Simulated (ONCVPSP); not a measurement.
## What one change does to a pseudopotential (N (Z = 7), ONCV)

```json
{
  "Element": "nitrogen",
  "Generator": "ONCVPSP 4.0.1",
  "Type": "optimised norm-conserving Vanderbilt (ONCV)",
  "Functional": "revPBE",
  "Relativity": "scalar-relativistic",
  "Frozen core": "[He]",
  "Valence charge": "5",
  "Reference configuration": "2s2 (charge +3)",
  "Partial waves": "2s: rc 1.05 bohr, ncon 4, nbas 7, qcut 7 1/bohr, 2 projectors, debl 3.8 Ha; p scattering state at 0.06 Ha: rc 0.95 bohr, ncon 4, nbas 8, qcut 9.7 1/bohr, 1 projector; d scattering state at 0.44 Ha: rc 0.85 bohr, ncon 4, nbas 8, qcut 9.9 1/bohr, 2 projectors, debl 3.1 Ha",
  "Local potential": "polynomial inside 0.80 bohr (lpopt 4, dvloc0 0 Ha)",
  "Core correction": "Teter function, fcfact 2.25, rcfact 1.7"
}
```

In the p channel the program set the typed energies aside and used 0.050 Ha.

Change: s: qcut 4.9; p: qcut 6.8; d: qcut 7.

Cutoffs: the cutoffs (Ha) at which the residual kinetic energy of the hardest occupied pseudo-wave falls to 1 and 0.1 mHa per electron; they do not see the model core or the augmentation charge, which bear on the density cutoff. Errors are all-electron minus pseudo energies relative to the spin-unpolarised reference configuration.

Task: What does the change do?

Result: The potential gets harder (39 Ha and 100 Ha → 95 Ha and 115 Ha); of the 4 tests that both files solve, the error grows in 4 and shrinks in 0 by more than 15 % and 0.3 meV (median size 325.2 → 510.2 meV); neither file shows a bound ghost.

| quantity | base | changed |
| --- | --- | --- |
| cutoff, loose | 39 Ha | 95 Ha |
| cutoff, tight | 100 Ha | 115 Ha |
| bound ghosts | none | none |
| GHOST(+) flags under 300 eV | none | none |
| error for 2s2 2p3, meV [ΔE -89.29 eV] | -389 | -604 |
| error for 2s2 2p2, meV [ΔE -75.76 eV] | -299 | -473 |
| error for 2s2 2p1, meV [ΔE -46.97 eV] | -173 | -288 |
| error for 2s2 2p2.5, meV [ΔE -84.23 eV] | -351 | -547 |
| s: phases at 1.06 bohr within 0.05 rad from the reference energy up to (Ha; the scan ends near 5) | to the end of the scan | to the end of the scan |
| p: phases at 0.96 bohr within 0.05 rad from the reference energy up to (Ha; the scan ends near 5) | to the end of the scan | 4.8 |
| d: phases at 0.86 bohr within 0.05 rad from the reference energy up to (Ha; the scan ends near 5) | to the end of the scan | to the end of the scan |
| rms error of d²Exc/dni dnj with the model core, mHa | 4.53 | 5.11 |
